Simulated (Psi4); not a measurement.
Psi4 input (wB97X-D/6-31G*):

```
memory 1500 MB

molecule {
0 2
C     1.97518500    0.44431700   -0.48896200
C     1.04352900   -0.45606700    0.22657700
B    -0.52149700   -0.10149400    0.11799600
N    -1.44833000   -0.93857800    0.78867000
N    -0.94471800    1.01827100   -0.63006900
H     2.22845000    0.27816800   -1.52737300
H     2.36373600    1.33740500   -0.01835800
H     1.28651300   -0.48081300    1.29624800
H     1.15818600   -1.48556300   -0.13514400
H    -2.44392500   -0.79993300    0.78060700
H    -1.16144900   -1.73806800    1.32414400
H    -1.90252800    1.30129100   -0.74286200
H    -0.28243800    1.60763600   -1.10314100
symmetry c1
no_reorient
no_com
}

set {
  basis 6-31G*
  reference uks
  scf_type pk
  dft_radial_points 99
  dft_spherical_points 590
  e_convergence 1e-8
  d_convergence 1e-7
  maxiter 150
}

e = energy('wb97x-d')
print_out(f'\nFINAL {e:.10f} DIPOLE {variable("CURRENT DIPOLE")[0]:.6f} {variable("CURRENT DIPOLE")[1]:.6f} {variable("CURRENT DIPOLE")[2]:.6f}\n')
```

Output:

```
   => Loading Basis Set <=

    Name: 6-31G*
    Role: ORBITAL
    Keyword: BASIS
    atoms 1-2  entry C          line   111 file 6-31gs.gbs
    atoms 3    entry B          line    94 file 6-31gs.gbs
    atoms 4-5  entry N          line   128 file 6-31gs.gbs
    atoms 6-13 entry H          line    44 file 6-31gs.gbs

   => WB97X-D: Empirical Dispersion <=

    Chai and Head-Gordon Dispersion Correction
    Chai, J.-D.; Head-Gordon, M. (2010), J. Chem. Phys., 132: 6615-6620

        s6 =       1.000000

         ---------------------------------------------------------
                                   SCF
               by Justin Turney, Rob Parrish, Andy Simmonett
                          and Daniel G. A. Smith
                              UKS Reference
         ---------------------------------------------------------

  ==> Geometry <==

    Molecular point group: c1
    Full point group: C1

    Geometry (in Angstrom), charge = 0, multiplicity = 2:

       Center              X                  Y                   Z               Mass
    ------------   -----------------  -----------------  -----------------  -----------------
         C            1.975185000000     0.444317000000    -0.488962000000    12.000000000000
         C            1.043529000000    -0.456067000000     0.226577000000    12.000000000000
         B           -0.521497000000    -0.101494000000     0.117996000000    11.009305360000
         N           -1.448330000000    -0.938578000000     0.788670000000    14.003074004430
         N           -0.944718000000     1.018271000000    -0.630069000000    14.003074004430
         H            2.228450000000     0.278168000000    -1.527373000000     1.007825032230
         H            2.363736000000     1.337405000000    -0.018358000000     1.007825032230
         H            1.286513000000    -0.480813000000     1.296248000000     1.007825032230
         H            1.158186000000    -1.485563000000    -0.135144000000     1.007825032230
         H           -2.443925000000    -0.799933000000     0.780607000000     1.007825032230
         H           -1.161449000000    -1.738068000000     1.324144000000     1.007825032230
         H           -1.902528000000     1.301291000000    -0.742862000000     1.007825032230
         H           -0.282438000000     1.607636000000    -1.103141000000     1.007825032230

  Running in c1 symmetry.

  Rotational constants: A =      0.27107  B =      0.11964  C =      0.08577 [cm^-1]
  Rotational constants: A =   8126.55197  B =   3586.75133  C =   2571.28664 [MHz]
  Nuclear repulsion =  162.817312222461140

  Charge       = 0
  Multiplicity = 2
  Electrons    = 39
  Nalpha       = 20
  Nbeta        = 19

  ==> Algorithm <==
[...]
      60A      1.402447    61A      1.500968    62A      1.523106
      63A      1.570596    64A      1.647114    65A      1.714167
      66A      1.751934    67A      1.780922    68A      1.792656
      69A      1.957299    70A      1.959990    71A      2.021448
      72A      2.121177    73A      2.183616    74A      2.204445
      75A      2.287441    76A      2.333809    77A      2.348976
      78A      2.382491    79A      2.398660    80A      2.536750
      81A      2.608106    82A      2.613073    83A      2.666579
      84A      2.735301    85A      2.878345    86A      3.004113
      87A      3.703355    88A      3.994533    89A      4.108604
      90A      4.291386    91A      4.535081

    Beta Occupied:

       1A    -14.414503     2A    -14.413384     3A    -10.269505
       4A    -10.259469     5A     -6.828905     6A     -0.950178
       7A     -0.918182     8A     -0.813414     9A     -0.661551
      10A     -0.591785    11A     -0.574247    12A     -0.560028
      13A     -0.516172    14A     -0.494358    15A     -0.438569
      16A     -0.423109    17A     -0.394075    18A     -0.368002
      19A     -0.304204

    Beta Virtual:

      20A      0.053965    21A      0.175632    22A      0.179538
      23A      0.210841    24A      0.218859    25A      0.244011
      26A      0.250211    27A      0.256376    28A      0.282721
      29A      0.334430    30A      0.358264    31A      0.385078
      32A      0.404010    33A      0.456567    34A      0.571713
      35A      0.640263    36A      0.659840    37A      0.671998
      38A      0.692148    39A      0.711458    40A      0.745418
      41A      0.776875    42A      0.802203    43A      0.832331
      44A      0.841985    45A      0.890244    46A      0.902826
      47A      0.977953    48A      0.981221    49A      0.990442
      50A      1.012235    51A      1.014905    52A      1.033166
      53A      1.065699    54A      1.073461    55A      1.085246
      56A      1.168992    57A      1.280850    58A      1.301006
      59A      1.320805    60A      1.404617    61A      1.512230
      62A      1.527322    63A      1.574881    64A      1.659974
      65A      1.719021    66A      1.780411    67A      1.792230
      68A      1.821320    69A      1.961850    70A      1.974164
      71A      2.031895    72A      2.141633    73A      2.207030
      74A      2.225687    75A      2.313925    76A      2.335338
      77A      2.351096    78A      2.386504    79A      2.403820
      80A      2.543431    81A      2.615330    82A      2.620080
      83A      2.669597    84A      2.743140    85A      2.884568
      86A      3.007042    87A      3.707216    88A      3.995550
      89A      4.109301    90A      4.331738    91A      4.540879

    Final Occupation by Irrep:
              A
    DOCC [    19 ]
    SOCC [     1 ]
    NA   [    20 ]
    NB   [    19 ]

  @UKS Final Energy:  -215.33615737292740

   => Energetics <=

    Nuclear Repulsion Energy =            162.8173122224611404
    One-Electron Energy =                -612.8730845231968942
    Two-Electron Energy =                 256.4275376942032949
    DFT Exchange-Correlation Energy =     -21.7026640314799941
    Empirical Dispersion Energy =          -0.0052587349149536
    VV10 Nonlocal Energy =                  0.0000000000000000
    Total Energy =                       -215.3361573729273744

  UHF NO Occupations:
  HONO-2 :   18  A 1.9995998
  HONO-1 :   19  A 1.9987744
  HONO-0 :   20  A 1.0000000
  LUNO+0 :   21  A 0.0012256
  LUNO+1 :   22  A 0.0004002
  LUNO+2 :   23  A 0.0003306
  LUNO+3 :   24  A 0.0002740

Computation Completed

Properties will be evaluated at   0.000000,   0.000000,   0.000000 [a0]

Properties computed using the SCF density matrix

 Multipole Moments:

 ------------------------------------------------------------------------------------
     Multipole            Electronic (a.u.)      Nuclear  (a.u.)        Total (a.u.)
 ------------------------------------------------------------------------------------

 L = 1.  Multiply by 2.5417464519 to convert [e a0] to [Debye]
 Dipole X            :         -0.6125813            0.0000151           -0.6125662
 Dipole Y            :          0.0276771            0.0000076            0.0276847
 Dipole Z            :          0.0354899           -0.0000038            0.0354861
 Magnitude           :                                                    0.6142174

 ------------------------------------------------------------------------------------

FINAL -215.3361573729 DIPOLE -0.612566 0.027685 0.035486

*** Psi4 exiting successfully. Buy a developer a beer!
```

The geometry given is a B3LYP-D3(BJ)/def2-TZVP minimum.
